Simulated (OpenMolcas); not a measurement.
## InClF2 (SMILES [F][In]([F])[Cl]): the HOMO–LUMO gap, rung by rung

InClF2: 4 atoms, total charge 0, spin state singlet. SMILES: `[F][In]([F])[Cl]`. The shape is that of a PBE0-D4/def2-TZVP optimisation.

Each level gives the HOMO–LUMO gap (eV). The values are calculated.

```json
{"level": "BLYP/def2-SVP (core potential)", "kind": "GGA", "program": "OpenMolcas", "value (eV)": "4.16", "CPU time": "14 s"}
{"level": "BP86/def2-SVP (core potential)", "kind": "GGA", "program": "OpenMolcas", "value (eV)": "4.30", "CPU time": "26 s"}
{"level": "M06-L/def2-SVP (core potential)", "kind": "meta-GGA", "program": "OpenMolcas", "value (eV)": "4.87", "CPU time": "13 s"}
{"level": "TPSS/def2-SVP (core potential)", "kind": "meta-GGA", "program": "OpenMolcas", "value (eV)": "4.59", "CPU time": "17 s"}
{"level": "r2SCAN/def2-SVP (core potential)", "kind": "meta-GGA", "program": "OpenMolcas", "value (eV)": "4.92", "CPU time": "14 s"}
{"level": "B3LYP/def2-SVP (core potential)", "kind": "global hybrid", "program": "OpenMolcas", "value (eV)": "6.07", "CPU time": "12 s"}
{"level": "M06-2X/def2-SVP (core potential)", "kind": "hybrid meta-GGA", "program": "OpenMolcas", "value (eV)": "9.06", "CPU time": "14 s"}
{"level": "PBE0/def2-SVP (core potential)", "kind": "global hybrid", "program": "OpenMolcas", "value (eV)": "6.72", "CPU time": "23 s"}
```

The values span 4.16 to 9.06 eV. Orbital gaps aren't excitation energies; they tend to grow with the share of exact exchange. CPU times are rough (shared hosts, several kinds of processor): they show what a rung costs within a factor of a few.
